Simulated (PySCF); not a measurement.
C3H3ClFN2 (charge +1).
Atom-mapped SMILES: `[F:1][c:2]1[nH:3][cH:4][nH+:5][c:6]1[Cl:7]` (hydrogens: H8 on N3; H9 on C4; H10 on N5)

A PySCF run (density fitting, gas phase, GFN2-xTB geometry) gave HOMO -11.25 eV, LUMO -7.08 eV.

**Question.** Which of these levels was it?
A. PBE0/def2-SVPD
B. BLYP/6-31++G**
C. KT2/def2-SVPD
D. B3LYP/def2-SVPD
E. PBE0/pcSseg-1

**Answer.** C. It is KT2/def2-SVPD. All candidates on this geometry:

```
                        level and settings           kind  basis functions  SCF cycles     E (Eh)  HOMO (eV)  LUMO (eV)
                            BLYP/6-31++G**            GGA              148          14  -785.3034     -10.99      -6.90
           KT2/def2-SVPD, start guess atom            GGA              174          12  -793.5468     -11.25      -7.08
B3LYP/def2-SVPD, energy threshold 1e-11 Eh  global hybrid              174          13  -785.0515     -12.13      -6.43
                            PBE0/def2-SVPD  global hybrid              174          14  -784.5461     -12.34      -6.18
                             PBE0/pcSseg-1  global hybrid              141          14  -784.8429     -12.36      -6.15
```

The nearest other candidate, by the summed differences of HOMO and LUMO, is BLYP/6-31++G**: its HOMO differs by +0.26 eV and its LUMO by +0.18 eV. Cycle counts include a coarse-grid stage where the run had one. All basis functions are spherical, in the Pople sets too. KT2 was designed for NMR shieldings or shifts; total energies of different functionals aren't comparable.
